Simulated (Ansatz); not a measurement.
Mulliken charges of CH$_{6}$GeOSe, SMILES `C[Se][GeH2][OH]` from ωB97M-V/def2-TZVPP in Ansatz (PBE0-D4/def2-TZVP geometry).

| atom | x (Å) | y (Å) | z (Å) | charge (e) |
| --- | --- | --- | --- | --- |
| C1 | 0.797 | 1.609 | 0.009 | -0.432 |
| Se2 | -0.026 | 0.600 | 1.471 | -0.157 |
| Ge3 | -1.016 | -1.035 | 0.122 | 0.330 |
| O4 | 0.237 | -1.947 | -0.759 | -0.419 |
| H5 | 0.029 | 2.076 | -0.605 | 0.158 |
| H6 | 1.423 | 0.953 | -0.592 | 0.159 |
| H7 | 1.412 | 2.378 | 0.473 | 0.147 |
| H8 | -1.821 | -1.954 | 1.056 | 0.017 |
| H9 | -1.852 | -0.422 | -1.008 | 0.028 |
| H10 | 0.899 | -2.309 | -0.163 | 0.168 |

Question: By hand: the dipole of these point charges (1 e Å = 4.8032 D).

Answer: Σ q r = (-0.268, 0.081, -0.034) e Å, of length 0.282 e Å = 1.35 D.

Question: How does the dipole of the full density compare? (An estimate is asked.)

Answer: Ansatz gave: (0.070, 0.082, 0.016) e Å, 0.52 D; the point charges give 2.60 times that, at 114° from its direction.

Point charges leave out the atoms' own dipoles, such as those of lone pairs, and Mulliken's split depends on the basis, so the two needn't agree.
